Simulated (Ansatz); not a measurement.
`[F][GeH2][O][SiH3]` + `[NH2][GeH3]` → `[F][GeH2][NH][GeH3]` + silanol at 700 K and 1 bar (ligand exchange at a Ge–O bond).

Isolated molecules relaxed with PBE0-D4/def2-TZVP in Ansatz; ΔE leaves out vibrations. CCSD(T)/CBS adds triple-zeta CCSD(T) − MP2 to the extrapolated MP2 energy (def2 sets, frozen cores). For Ge outer-core shells are correlated without core-valence functions, which leaves a few kJ/mol of doubt a bond. Scalar relativity is left out up to krypton. Each species was taken in one conformer, which may not be the lowest.

```
              species  CCSD(T)/CBS energy (Eh)  H − E (kJ/mol)  S (J/(mol·K))
 `[F][GeH2][O][SiH3]`              -2543.25592           199.6          469.8
        `[NH2][GeH3]`              -2133.81884           177.8          349.1
`[F][GeH2][NH][GeH3]`              -4310.37685           232.5          490.2
            `O[SiH3]`               -366.69042           144.6          321.6
```

H − E and S are ideal-gas, rigid-rotor, harmonic terms from PBE0-D4/def2-TZVP, for one conformer and one mirror image of each species. 1 Eh = 2625.50 kJ/mol, R = 8.31446 J/(mol·K).

By hand: ΔE, ΔH, ΔS and ΔG.

ΔE = (-4310.37685) + (-366.69042) − (-2543.25592) − (-2133.81884) = 0.00749 Eh = 19.7 kJ/mol. Δ(H − E) = 232.5 + 144.6 − 199.6 − 177.8 = -0.3, so ΔH = 19.4 kJ/mol. ΔS = 490.2 + 321.6 − 469.8 − 349.1 = -7.1 J/(mol·K). ΔG = 19.4 − 700 × (-7.1)/1000 = 24.4 kJ/mol.

By hand: the equilibrium constant, and the temperature at which ΔG would vanish if ΔH and ΔS stayed fixed.

log₁₀ K = −ΔG/(RT ln 10) = -1.8. ΔH and −TΔS have one sign here, so there is no such temperature.

The number of gas molecules stays the same, so ΔS is small and ΔH decides. A doubt of 5 kJ/mol in ΔE shifts log₁₀ K by 0.4 here. Other conformers and mirror images would add mixing entropy, several J/(mol·K) or more a flexible species. Modes under 60 cm⁻¹, often nearly free rotors, make the harmonic entropy too high. These are equilibria of isolated gas molecules and say nothing of rates. Largest T1 diagnostic: 0.012 (customary marks: 0.02 for closed shells, 0.045 for open ones).

ΔS is within the doubt of such terms, so its sign, and with it that verdict, could turn.
